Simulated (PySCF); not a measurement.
Gas-phase reaction: 2 GaCl₂ + 2 GaH₃ + H₂ → 4 GaH₂Cl

Method: PySCF energies plus ideal-gas RRHO corrections (1 bar). † marks an energy on the PBE0/def2-TZVP geometry and frequencies; other levels use their own. Open shells (unrestricted): GaCl₂ (multiplicity 2); the rest are closed-shell singlets. B3LYP is the form with VWN-RPA correlation. Ga: all electrons, no relativistic terms. GaCl₂, GaH₃, GaH₂Cl: computed as isolated molecules; such fragments, hydroxides, amides, oligomers or adducts are transient or little studied in the gas.

r2SCAN/def2-TZVP† gives ΔH°(298 K) = -228 kJ.

Question: What do PBE/def2-SVP, M06-2X/def2-TZVP†, B3LYP/def2-TZVP† give?

Answer: PBE/def2-SVP: -227 kJ; M06-2X/def2-TZVP†: -223 kJ; B3LYP/def2-TZVP†: -219 kJ. For scale, ΔH°(298 K) is -228 kJ at this level, -245 kJ at ωB97M-V/def2-TZVP†, and runs from -267 to -194 kJ over the 20 levels computed.
